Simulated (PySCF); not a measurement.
C4H6ClF, SMILES F/C=C/CCCl.

Geometry optimised at r2SCAN-D4/def2-SVP. The structure was generated by enumeration; whether it is a known compound was not checked. Other conformers were not sampled.

Two levels are set side by side: TDA-PBE/def2-SVPD (PySCF) and TDA-PBE0/def2-SVPD (PySCF). Vertical, same geometry. The lowest singlet is HOMO→LUMO+1 61 %, HOMO→LUMO 38 % with PBE and HOMO→LUMO 51 %, HOMO→LUMO+1 46 % with the other functional; states are paired by order. Differences are taken from unrounded values.

```tsv
quantity	TDA-PBE0
lowest singlet excitation (eV)	6.58
lowest triplet excitation (TDA) (eV)	4.28
```

Task: What does TDA-PBE give, and how far is it from TDA-PBE0? (An estimate is asked for; the answer gives what the named calculation found.)

Result: 
| quantity | TDA-PBE | TDA-PBE minus TDA-PBE0 |
|---|---|---|
| lowest singlet excitation (eV) | 5.50 | -1.09 |
| lowest triplet excitation (TDA) (eV) | 4.38 | 0.09 |

A lower first singlet is the usual sign of a functional without exact exchange. Differences between two approximate levels are no errors against the true value.

Rough cost on one machine, each run with all the roots and properties that it gave: TDA-PBE0 against TDA-PBE about 3 times.
